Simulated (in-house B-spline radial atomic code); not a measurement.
Configurations of the xenon ion Xe⁺, with energies counted from [Kr] 4d10 5s2 (5p1/2)2 (5p3/2)3. All numbers are computed (Dirac-Hartree-Fock, average of each configuration as written; Fermi nucleus of rms radius 4.7859 fm) with a B-spline radial code for spherical atoms, not measured. Energies include first-order Breit, QED and recoil terms.

Occupations are held fixed; configurations that lie above the ionisation limit could autoionise.

| configuration | E - E(ref) (eV) | highest orbital | its <r> (bohr) |
| --- | --- | --- | --- |
| [Kr] 4d10 5s2 (5p3/2)4 (5f7/2)1 | 21.529 | 5f7/2 | 14.81 |
| [Kr] 4d10 5s2 (5p3/2)4 (9d5/2)1 | 22.585 | 9d5/2 | 32.84 |
| [Kr] 4d10 5s1 (5p1/2)2 (5p3/2)3 (9f7/2)1 | 34.743 | 9f7/2 | 55.7 |
| [Ar] (3d3/2)4 (3d5/2)5 4s2 4p6 4d10 5s2 5p6 | 665.25 | 5p3/2 | 2.122 |
| [Ar] (3d3/2)4 (3d5/2)5 4s2 4p6 4d10 5s2 (5p1/2)1 (5p3/2)4 (6g7/2)1 | 687.5 | 6g7/2 | 21.99 |
| [Ar] (3d3/2)3 (3d5/2)6 4s2 4p6 4d10 5s2 (5p1/2)2 (5p3/2)3 (9g7/2)1 | 699.37 | 9g7/2 | 55.72 |

(1) Order these further configurations by energy, lowest first.
A. [Kr] 4d10 5s2 (5p1/2)1 (5p3/2)4
B. [Kr] 4d10 5s2 (5p1/2)2 (5p3/2)2 (8d3/2)1
C. [Kr] 4d10 5s1 5p6
D. [Kr] 4d10 5s2 (5p1/2)2 (5p3/2)2 (7d3/2)1
E. [Ar] (3d3/2)4 (3d5/2)5 4s2 4p6 4d10 5s2 (5p1/2)1 (5p3/2)4 (5f7/2)1

(2) How far above the reference does [Ar] (3d3/2)4 (3d5/2)5 4s2 4p6 4d10 5s2 (5p1/2)2 (5p3/2)3 (7d3/2)1 lie?

(3) How far above the reference does [Kr] 4d10 5s1 (5p1/2)1 (5p3/2)4 (5d3/2)1 lie?

## Answers

(1) A (1.317 eV), C (15.206 eV), D (18 eV), B (18.775 eV), E (686.73 eV).

(2) 684.87 eV; its least bound orbital is 7d3/2 with <r> = 15.19 bohr.

(3) 29.155 eV; its least bound orbital is 5d3/2 with <r> = 3.788 bohr.
